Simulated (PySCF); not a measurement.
Radial density of Be²⁺ (beryllium, charge +2)

BP86, 1s2, closed-shell 1S. All numbers are calculated (PySCF 2.14, the non-relativistic Hamiltonian (point nucleus), in aug-cc-pVDZ (4s3p2d, 23 functions)).

| r (bohr) | 4πr²ρ (e/bohr) |
| --- | --- |
| 0.00835 | 0.02798 |
| 0.0141 | 0.07600 |
| 0.0236 | 0.1985 |
| 0.0398 | 0.4950 |
| 0.0669 | 1.129 |
| 0.112 | 2.240 |
| 0.189 | 3.508 |
| 0.318 | 3.763 |
| 0.535 | 2.192 |
| 0.900 | 0.4736 |
| 1.51 | 0.02089 |
| 2.55 | 0.0001385 |
